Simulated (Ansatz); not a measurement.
The first iterations of a band of BClH4N2 + Cl (9 atoms, charge 0, multiplicity 2).

These are results of UKS PBE0-D4/def2-SVP in Ansatz 0.2.0, not measurements.

- movable images: 7
- climbing image: yes
- spring: 5.0 eV/Å²
- optimiser: quadratic models (default)
- start path: through a guess of the saddle point
- force threshold: 0.03 eV/Å
- iteration limit: 60
- end points: relaxed

First end point:

```xyz
9
Properties=species:S:1:pos:R:3
B 0.273 0.094 0.048
Cl 0.742 0.664 1.719
N 1.262 0.235 -0.939
H 1.121 -0.047 -1.898
H 2.173 0.624 -0.748
N -1.011 -0.429 -0.103
H -1.644 -0.482 0.688
H -1.376 -0.775 -0.978
Cl -1.539 0.116 3.061
```

Last end point:

```xyz
9
Properties=species:S:1:pos:R:3
B 0.274 0.088 0.050
Cl 0.749 0.648 1.722
N 1.260 0.238 -0.938
H 2.171 0.627 -0.748
H 1.118 -0.037 -1.900
N -1.009 -0.436 -0.102
H -1.642 -0.489 0.689
H -1.377 -0.772 -0.980
Cl -1.544 0.133 3.057
```

| iteration | highest image above the first end (eV) | largest band force component (eV/Å) |
| --- | --- | --- |
| 1 | 5.896 | 20.741 |
| 2 | 2.062 | 2.800 |
| 3 | 1.421 | 1.463 |
| 4 | 1.103 | 0.787 |
| 5 | 0.822 | 0.836 |
| 6 | 0.764 | 0.406 |
| 7 | 0.717 | 0.425 |
| 8 | 0.698 | 0.239 |

**Question.** Does the band converge within its limit, and where does its top end?

**Answer.** It converged. It ended after 24 iterations with the highest image 0.418 eV above the first end. A vibrational analysis at the climbing image gives one clearly imaginary mode, 322i cm⁻¹: a first-order saddle point.

The run took 4.5 min on 4 threads of Intel(R) Xeon(R) Platinum 8488C (Sapphire Rapids) (shared host), peak memory 0.33 GiB.
